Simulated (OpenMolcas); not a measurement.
# Co2+: moving the ligands

Co2+ with 6 ligands (water) in octahedral coordination (Th) at 2.1 Å. Ligand basis ANO-RCC-VDZP.

```yaml
Program: OpenMolcas 26.06
Method: "SS-CASPT2, IPEA 0.25 Eh, imaginary shift 0.1 Eh (closed shells correlated: 3s 3p and the ligand valence shells)"
Basis: ANO-RCC-VDZP [5s4p2d1f]
Scalar_Hamiltonian: DKH2, point nucleus
Active_space: 7 electrons in 5 orbitals (3d)
State_averaging: 2S+1 = 4 even, 10 roots; 2S+1 = 2 even, 40 roots
Spin-orbit_coupling: state interaction with AMFI integrals over the reference wave functions
```

Runs around this geometry, states (labels of O, taken over from Oh, the nearest higher group). Energies in cm-1 above the lowest state or level, χT in cm3 K/mol; under a threefold ground state the first gap can be a small split of the lowest multiplet, not the spin-orbit step.

```csv
R (Å),Ground state,First state of that spin,First gap with spin-orbit (degeneracies),χT at 300 K,First state of another spin
2.01,4T1,4T2 9650,"360 (2, 4)",3.455,2E 10550
2.1,4T1,4T2 6740,"360 (2, 4)",3.580,2E 12660
2.21,4T1,4T2 4740,"360 (2, 4)",3.732,2E 14690
```

Taking the first state of the same spin as R^-n, n = -ln(4740 / 9650) / ln(2.21 / 2.01) = 7.5 between the shortest and longest distance.

Roots that are degenerate in the reference are averaged as groups; the widest CASPT2 spread within a group is 780 cm-1 (the 3-fold group of multiplicity 4 near 4740 cm-1 above the lowest state of its run, R = 2.21). Shifts and gaps below about the spread of the groups concerned are not significant. Over all roots computed the reference weight is 0.70 to 0.71 in R = 2.01, 0.70 to 0.71 in R = 2.1, 0.70 to 0.71 in R = 2.21; a low but even weight reflects the number of correlated electrons. An orbital triplet at a regular site is open to Jahn-Teller coupling, which can distort the site and quench the lowest spin-orbit gaps and is left out. A single d shell leaves out the double-shell effect, which counts most for late 3d ions, where the CASPT2 field can be off either way by tens of per cent. Ligand-to-metal charge-transfer states are missing. These CASPT2 states fit no ligand-field parameters well, so their order and spin gaps are uncertain. For late 3d ions with one d shell CASPT2 can put B and the spin-flip bands somewhat low as well as high. With one d shell and no ligand orbital active, 10Dq can be off by tens of per cent for divalent 3d ions, low with halides held by bare charges and at times high in hosts. Free-ion shares, where given, are those of the reference states; single-state CASPT2 does not remix them. No measured value stands beside these numbers; the geometry was imposed, not optimised, and the real ion may take another.
